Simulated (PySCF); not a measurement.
## Fractional electron number in Tc+ (technetium, charge +1)

The 5s alpha orbital of [Kr] 4d5 5s1 is emptied in steps (occupation f), with all orbitals relaxed, ending at [Kr] 4d5. Computed with PySCF 2.14 in def2-TZVPPD with the def2 core potential (28 electrons), with a scalar-relativistic core potential. The exact energy is a straight line in f; departures are measured from the line between the end points of the same method.

```tsv
f	r2SCAN0 (eV)
1	0.000
0.75	-0.414
0.5	-0.552
0.25	-0.415
0	0.000
```

| method | E(f=0) − E(f=1) (eV) | −ε at f=1 (eV) | −ε at f=0.5 (eV) |
| --- | --- | --- | --- |
| r2SCAN0 | 15.429 | 13.194 | 15.421 |

Orbital energy along the path (eV):

```json
{"f": "1", "r2SCAN0": "-13.194"}
{"f": "0.75", "r2SCAN0": "-14.337"}
{"f": "0.5", "r2SCAN0": "-15.421"}
{"f": "0.25", "r2SCAN0": "-16.533"}
{"f": "0", "r2SCAN0": "-17.637"}
```

Reference removal energy between the ground levels: 15.26 eV (semi-empirical (NIST evaluation); NIST Atomic Spectra Database, ionization energies).
